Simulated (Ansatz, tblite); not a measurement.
Cost and result up the ladder for `C#Cc1ccc(C#Cc2ccc(C#Cc3ccc(C#Cc4ccc(C#Cc5ccc(C#Cc6ccc(C#Cc7ccccc7)cc6)cc5)cc4)cc3)cc2)cc1` (86 atoms). The state is a singlet with charge 0. Geometry: PBE-D4/def2-SVP.

Cartesian coordinates in Å:
```
C 23.758 -3.132 -3.683
C 22.559 -2.961 -3.488
C 21.164 -2.763 -3.262
C 20.699 -2.212 -2.038
C 19.337 -2.018 -1.817
C 18.382 -2.367 -2.810
C 16.993 -2.170 -2.586
C 15.787 -2.000 -2.391
C 14.399 -1.805 -2.169
C 13.450 -2.103 -3.186
C 12.088 -1.912 -2.969
C 11.611 -1.415 -1.725
C 10.223 -1.222 -1.505
C 9.015 -1.056 -1.316
C 7.625 -0.869 -1.101
C 7.131 -0.458 0.167
C 5.766 -0.278 0.377
C 4.832 -0.498 -0.672
C 3.441 -0.316 -0.458
C 2.231 -0.160 -0.275
C 0.838 0.015 -0.068
C -0.078 -0.092 -1.150
C -1.445 0.078 -0.947
C -1.960 0.361 0.348
C -3.354 0.530 0.554
C -4.566 0.674 0.732
C -5.961 0.836 0.934
C -6.492 1.023 2.240
C -7.861 1.178 2.439
C -8.764 1.155 1.341
C -10.160 1.310 1.543
C -11.374 1.443 1.719
C -12.771 1.594 1.920
C -13.307 1.737 3.228
C -14.678 1.883 3.426
C -15.576 1.896 2.324
C -16.973 2.045 2.525
C -18.187 2.174 2.700
C -19.588 2.322 2.902
C -20.123 2.434 4.212
C -21.500 2.578 4.405
C -22.372 2.613 3.303
C -21.855 2.502 2.001
C -20.479 2.357 1.797
C -15.039 1.756 1.015
C -13.668 1.609 0.818
C -8.233 0.968 0.035
C -6.864 0.812 -0.164
C -1.044 0.469 1.430
C 0.323 0.302 1.226
C 5.326 -0.908 -1.940
C 6.690 -1.090 -2.150
C 12.560 -1.117 -0.708
C 13.922 -1.306 -0.926
C 18.849 -2.918 -4.035
C 20.212 -3.112 -4.255
H 24.814 -3.283 -3.855
H 21.430 -1.938 -1.264
H 18.987 -1.591 -0.866
H 13.808 -2.489 -4.152
H 11.364 -2.146 -3.763
H 7.844 -0.284 0.986
H 5.396 0.040 1.363
H 0.308 -0.312 -2.156
H -2.144 -0.007 -1.792
H -5.803 1.043 3.097
H -8.260 1.321 3.454
H -12.623 1.728 4.089
H -15.081 1.991 4.443
H -19.437 2.406 5.072
H -21.901 2.664 5.427
H -23.455 2.726 3.460
H -22.534 2.529 1.135
H -20.071 2.270 0.779
H -15.723 1.765 0.155
H -13.265 1.500 -0.200
H -8.922 0.949 -0.822
H -6.466 0.668 -1.178
H -1.430 0.688 2.435
H 1.022 0.388 2.071
H 4.613 -1.081 -2.759
H 7.060 -1.409 -3.135
H 12.203 -0.731 0.258
H 14.646 -1.072 -0.132
H 18.119 -3.192 -4.810
H 20.563 -3.539 -5.206
```

Ansatz on 4 threads of AMD EPYC 7R13 on a shared host and a share (37 GiB) of an NVIDIA H100 80GB HBM3; xTB runs through tblite on one thread. Times are rough, summed over both states, and most runs start from the orbitals of an earlier one. PBE0-D4/def2-SVP serves as the yardstick here, not as an exact answer. The other state is a triplet.

The xTB rows come from tblite. Single mean-field runs in def2-SVP are fitted with def2-universal-jkfit.

xTB has no spin-polarisation term.

| level | functions | wall time |
| --- | --- | --- |
| GFN2-xTB | 254 | 0.92 s |
| GFN1-xTB | 284 | 1.1 s |
| PBE-D4/def2-SVP (with forces) | 934 | 18 s |
| PBE0-D4/def2-SVP (with forces) | 934 | 47 s |

(1) Estimate what each level gives for the vertical triplet (eV).

## Answers

(1) 
| level | vertical triplet (eV) | difference from PBE0-D4/def2-SVP (eV) |
| --- | --- | --- |
| GFN2-xTB | 1.91 | -0.31 |
| GFN1-xTB | 1.89 | -0.34 |
| PBE-D4/def2-SVP (with forces) | 1.70 | -0.53 |
| PBE0-D4/def2-SVP (with forces) | 2.22 | 0.00 |
